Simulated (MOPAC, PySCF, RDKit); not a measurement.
Pair of molecules: CHN (SMILES C#N) (first 3 atoms) with H4OSi (SMILES O[SiH3]); geometry from B3LYP-D3(BJ)/def2-TZVP, rigid monomers moved along the line of their centres of mass till N2···H6 is 1.81 Å.
(charge 0, multiplicity 1):
```
atom    x (Å)    y (Å)    z (Å)
----  -------  -------  -------
C      0.5763   1.5375  -0.6186
N      0.6017   1.1518   0.4578
H      0.5529   1.8977  -1.6230
O      0.6986   0.2441   3.0743
Si    -0.5029  -0.8019   3.4719
H      0.7186   0.5961   2.1731
H     -1.8515  -0.1946   3.3226
H     -0.2917  -1.1708   4.8879
H     -0.4769  -2.0332   2.6392
```

Monomers are frozen at their geometry in the pair; levels with a basis set take the counterpoise correction. Rows marked so take none. RDKit's UFF carries no charges.

Rows in 6-31G* carry no dispersion term and start afresh at each structure (6-31G* with six Cartesian d functions). The state that AM1 reach isn't checked.

Programs: MOPAC for AM1 (differences of heats of formation); PySCF for 6-31G* rows; RDKit for the force fields. Values without a source in brackets are computed.

Question: One of these levels gives -74.1 meV for the interaction energy. Which one is it?
A. AM1
B. UFF
C. HF/6-31G*
D. HF/6-31G* (no counterpoise)

Answer: C, HF/6-31G*. The others give 2594.6 (UFF), 138.5 (AM1), -117.9 (HF/6-31G* (no counterpoise))
